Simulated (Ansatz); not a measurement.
Cartesian coordinates (Å):
```xyz
19

B      3.4712     0.6712    -0.6401
C      2.0494     0.1475    -0.3827
C      1.8014    -1.2168    -0.0063
N      0.6203    -1.7338     0.2287
C     -0.4723    -0.9250     0.1108
C     -1.7590    -1.4696     0.3618
C     -2.8853    -0.6803     0.2518
C     -2.7820     0.6872    -0.1131
C     -1.5475     1.2457    -0.3632
C     -0.3674     0.4584    -0.2583
C      0.9291     0.9677    -0.5011
H      4.4232    -0.0625    -0.5305
H      3.6409     1.8245    -0.9546
H      2.6606    -1.8921     0.0965
H     -1.8152    -2.5230     0.6408
H     -3.8712    -1.1091     0.4471
H     -3.6867     1.2939    -0.1943
H     -1.4559     2.2979    -0.6450
H      1.0463     2.0182    -0.7846
```
Charge 0, spin multiplicity 1.

The numbers are results of Ansatz (a program for electronic structure) with frozen-core CCSD(T)/cc-pVDZ // B3LYP-D3(BJ)/def2-SVP, not measurements. The restricted HF reference is unstable towards unrestricted orbitals.

```yaml
HF energy: -424.63851 Ha
MP2 correlation energy: -1.39710 Ha
```

**Question.** Estimate the CCSD correlation energy, the (T) correction, the total energy and the T1 diagnostic.

**Answer.** 
| Quantity | Result |
|---|---|
| CCSD correlation energy | -1.45207 Ha |
| (T) correction | -0.06856 Ha |
| CCSD(T) total energy | -426.15915 Ha |
| T1 diagnostic | 0.012 |
